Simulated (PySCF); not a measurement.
PySCF 2.14 output of an unrestricted B3LYP calculation on a single atom or ion in ANO-RCC-VTZP (8s7p5d3f2g1h, 104 functions), with scalar relativity by spin-free X2C-1e:

```
SCF conv_tol = 1e-09
number electrons alpha = 35  beta = 29
    P. J. Stephens, F. J. Devlin, C. F. Chabalowski, and M. J. Frisch.,  J. Phys. Chem. 98, 11623 (1994)
cycle= 1 E= -12155.876524333  delta_E= -0.0172  |g|= 0.27  |ddm|= 0.176
cycle= 2 E= -12155.8642314575  delta_E= 0.0123  |g|= 0.447  |ddm|= 0.13
cycle= 3 E= -12155.8835660714  delta_E= -0.0193  |g|= 0.00398  |ddm|= 0.082
cycle= 4 E= -12155.883567382  delta_E= -1.31e-06  |g|= 0.00161  |ddm|= 0.000979
cycle= 5 E= -12155.8835676978  delta_E= -3.16e-07  |g|= 0.000232  |ddm|= 0.00048
cycle= 6 E= -12155.8835677056  delta_E= -7.75e-09  |g|= 1.33e-05  |ddm|= 6.59e-05
cycle= 7 E= -12155.8835677056  delta_E= -2.18e-11  |g|= 1.92e-06  |ddm|= 7.26e-06
converged SCF energy = -12155.8835677056  <S^2> = 12.003342  2S+1 = 7.0009549
```

The run itself started from symmetry-adapted Hartree-Fock orbitals and held the occupation by maximum overlap, on a logarithmic radial grid, so the iterations belong to that start.

Which element, charge and spin multiplicity is this?

Dy²⁺ (dysprosium, charge +2), multiplicity 7; the state was [Xe] 4f9 5d1, one real determinant (an excited configuration).

⟨L²⟩ = 30.01 against 56 for a pure K term, so this real determinant mixes terms. Spin-orbit coupling, absent here, splits the open shell strongly.
